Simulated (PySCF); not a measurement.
Delta-SCF ions had no search for a lower state. Excitations are Tamm–Dancoff values on a coarser integration grid. The basis has no diffuse functions, so Rydberg states are missing or too high.

Cartesian coordinates (Å):
```xyz
11

C      2.4974    -0.3002    -1.3060
C      1.2574    -0.1797    -0.8960
C      0.0618    -0.0653    -0.5062
C     -1.1766     0.0670    -0.0886
C     -1.5407     0.3021     1.3412
F     -2.4794    -0.6504     1.7554
H      3.3280    -0.2643    -0.6105
H      2.7329    -0.4408    -2.3548
H     -2.0005     0.0242    -0.7956
H     -2.0110     1.2816     1.4696
H     -0.6694     0.2258     1.9915
```
Charge 0, multiplicity 1.

### Question
What S1 excitation (TDA), LUMO, vertical ionisation energy (Delta-SCF), HOMO, total energy, brightest of the four lowest singlets (TDA), S1–T1 gap (TDA) and T1 excitation (TDA) does TPSSh-D3(BJ)/def2-TZVP // B3LYP-D3(BJ)/def2-TZVP (PySCF) give?

### Answer

- S1 excitation (TDA) = 4.11 eV
- LUMO = -2.22 eV
- vertical ionisation energy (Delta-SCF) = 9.06 eV
- HOMO = -6.62 eV
- total energy = -293.4153 Ha
- brightest of the four lowest singlets (TDA) = 5.68 eV
- S1–T1 gap (TDA) = 1.40 eV
- T1 excitation (TDA) = 2.72 eV
